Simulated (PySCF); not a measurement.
A calculated (UHF, PySCF 2.14, pcseg-2, the non-relativistic Hamiltonian (point nucleus)) atom or ion has these occupied shells.

```
shell  electrons  orbital energy (eV)  rms radius, mean of both spins (bohr)
 1s α          1              -8316.1                                 0.0635
 1s β          1              -8316.1                                 0.0635
 2s α          1              -1032.0                                  0.269
 2s β          1              -1031.0                                  0.269
 2p α          3              -896.84                                  0.240
 2p β          3              -895.81                                  0.240
 3s α          1              -136.17                                  0.812
 3s β          1              -133.51                                  0.812
 3p α          3              -93.223                                  0.863
 3p β          3              -90.029                                  0.863
 3d α          5              -21.655                                   1.20
 3d β          4              -20.087                                   1.20
```

(1) Name the element and its charge.

Answers

(1) Ni⁺ (nickel, charge +1), in [Ar] 3d9, 2D determinant.
